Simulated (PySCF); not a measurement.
Method: PBE-D3(BJ)/def2-TZVP run with PySCF 2.14.0. All species are isolated molecules in the gas phase. One relaxed conformer stands for a flexible species; it need not be the lowest. 

Reference species (SMILES): `[OH][GeH]([OH])[OH]` (neutral, multiplicity 1).

```
Property     Value
--------  --------
HOMO      -7.18 eV
```

Changed species: `[GeH4]` (4 of 4 OH replaced by H; the reference has 1 of 4 OH replaced by H).

### Question
Predict the effect on the HOMO.

### Answer
the HOMO drops by 1.15 eV, to -8.33 eV.
